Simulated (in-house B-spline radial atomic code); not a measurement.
The numbers below are computed, except where a source is named.
## Weak and strong correlation along the adiabatic connection

Two-electron singlets in several external potentials (atomic units), by full CI in B-splines with partial waves to l = 8 (correlation energies up to 0.6 % small). The repulsion is scaled by λ at fixed density; W(λ) is the mean repulsion less the Hartree energy, W(0) = E_x, and the area under W from 0 to 1 is E_xc.

One system gave this curve:

| λ | W (hartree) |
| --- | --- |
| 0 | -4.3085 |
| 0.02 | -4.3104 |
| 0.05 | -4.3132 |
| 0.12 | -4.3196 |
| 0.25 | -4.3316 |
| 0.4 | -4.3451 |
| 0.6 | -4.3628 |
| 0.8 | -4.3802 |
| 1 | -4.3972 |
| 1.4 | -4.4302 |
| 2 | -4.4774 |
| 3 | -4.5501 |
| 4.5 | -4.6474 |
| 7 | -4.7839 |
| 10 | -4.9157 |

Q: Which system is it?
A. −Z/r, Z = 2.81, wall at 5.98 bohr
B. −Z/r, Z = 7.25
C. ω²r²/2 − Z/r, ω = 0.248, Z = 2
D. ω²r²/2 − Z/r, ω = 0.166, Z = 1.5

A: B. The exchange energy sets the size: −Z/r, Z = 7.25: E_x = -4.31, E_c = -0.0451; −Z/r, Z = 2.81, wall at 5.98 bohr: E_x = -1.53, E_c = -0.0432; ω²r²/2 − Z/r, ω = 0.248, Z = 2: E_x = -1.06, E_c = -0.0416; ω²r²/2 − Z/r, ω = 0.166, Z = 1.5: E_x = -0.753, E_c = -0.04 hartree.
